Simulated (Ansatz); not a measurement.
Gas-phase electronic energies from Ansatz, PBE0-D4/def2-TZVP geometries. CCSD(T)/CBS adds triple-zeta CCSD(T) − MP2 to the extrapolated MP2 energy (def2 sets, frozen cores). Functionals use def2-TZVPP. B3LYP here is the variant with VWN-RPA as its local correlation; programs differ in this. For Ge outer-core shells are correlated without core-valence functions, which leaves a few kJ/mol of doubt a bond. Scalar relativity is left out up to krypton. Each species was taken in one conformer, which may not be the lowest.

Consider the redistribution: `[NH2][Al]([F])[SiH3]` + `[NH2][GeH2][SiH2]O` → `[NH2][Al]([SiH3])[SiH2]O` + `[NH2][GeH2][F]`.

| species | B3LYP-D4 energy (Eh) |
| --- | --- |
| `[NH2][Al]([F])[SiH3]` | -689.78835 |
| `[NH2][GeH2][SiH2]O` | -2500.89385 |
| `[NH2][Al]([SiH3])[SiH2]O` | -956.45059 |
| `[NH2][GeH2][F]` | -2234.18193 |

(1) Work out ΔE.

Largest T1 diagnostic among the species: 0.013.

Results:

(1) ΔE = (-956.45059) + (-2234.18193) − (-689.78835) − (-2500.89385) = 0.04968 Eh = +1.35 eV. CCSD(T)/CBS gives +1.38 eV.

In def2-TZVPP, CCSD(T) changes the Hartree–Fock value by +0.16 eV (the triples alone add +0.01 eV) and MP2 by +0.23 eV. The D4 term adds +0.04 eV with B3LYP and +0.02 eV with PBE0; it sums over pairs of atoms, weighted by their polarisabilities, and B3LYP, whose exchange is more repulsive, gets the larger term.
